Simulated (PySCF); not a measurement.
A structure optimised at r2SCAN-D4/def2-TZVP, used in a PySCF frequency run:

```xyz
4

Cl    -0.0084     0.1706    -1.4677
C      0.0874    -0.6812     0.0000
Cl    -0.0084     0.1706     1.4677
H     -0.2374    -1.7117     0.0000
```
Charge 0, spin multiplicity 2.

### Question
Write its SMILES, formula and point group.

### Answer
Cl[CH]Cl, CHCl₂, Cs

### Question
What are its rotational constants (standard atomic weights)?

### Answer
47.298, 3.3058, 3.0950 GHz
